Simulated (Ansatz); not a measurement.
`[AlH2][C]1=C[CH]1[InH2]`, 11 atoms. Charge 0, multiplicity 1. Correlated methods include outer-core shells of In, which these sets cover unevenly. In: def2 effective core potential. All runs use 4 threads of an Arm Neoverse V2 on a shared host. Correlated methods freeze the cores.

Q: How many basis functions does each run have, and how long does it take in Ansatz? RKS B2PLYP (frozen core)/def2-TZVPP energy; RKS ωB97M-V/def2-SVP energy; direct RPA on PBE orbitals/def2-TZVPP energy; RHF-MP2/def2-QZVPP energy; RKS PBE0-D4/def2-TZVP relaxation (23 steps); RKS ωB97M-V/def2-QZVPP energy; RKS PBE0-D4/def2-QZVPP energy; RKS SPW92 (LDA)/def2-TZVPP energy; RKS PBE0-D4/def2-SVP energy; RHF-CCSD(T)/def2-TZVPP energy; RKS r2SCAN-D4/def2-TZVPP energy and forces; RKS LC-ωPBE/def2-TZVPP energy. (An estimate is asked.)

A: Computed: Other jobs shared the machine, so times are rough.

| level | job | functions | wall time | peak host memory (GiB) |
| --- | --- | --- | --- | --- |
| RKS PBE0-D4/def2-SVP | energy | 116 | 1.1 s | 0.29 |
| RKS SPW92 (LDA)/def2-TZVPP | energy | 269 | 1.3 s | 0.37 |
| RKS LC-ωPBE/def2-TZVPP | energy | 269 | 2.9 s | 0.58 |
| RKS ωB97M-V/def2-SVP | energy | 116 | 4.4 s | 0.4 |
| RKS r2SCAN-D4/def2-TZVPP | energy and forces | 269 | 5.5 s | 0.41 |
| direct RPA on PBE orbitals/def2-TZVPP | energy | 269 | 6.5 s | 0.8 |
| RKS B2PLYP (frozen core)/def2-TZVPP | energy | 269 | 7 s | 0.82 |
| RKS PBE0-D4/def2-QZVPP | energy | 503 | 8 s | 2 |
| RKS ωB97M-V/def2-QZVPP | energy | 503 | 21 s | 2.5 |
| RHF-MP2/def2-QZVPP | energy | 503 | 26 s | 3.3 |
| RKS PBE0-D4/def2-TZVP | relaxation (23 steps) | 216 | 83 s | 0.71 |
| RHF-CCSD(T)/def2-TZVPP | energy | 269 | 3.2 min | 7.2 |

LC-ωPBE has ω = 0.4 bohr⁻¹.
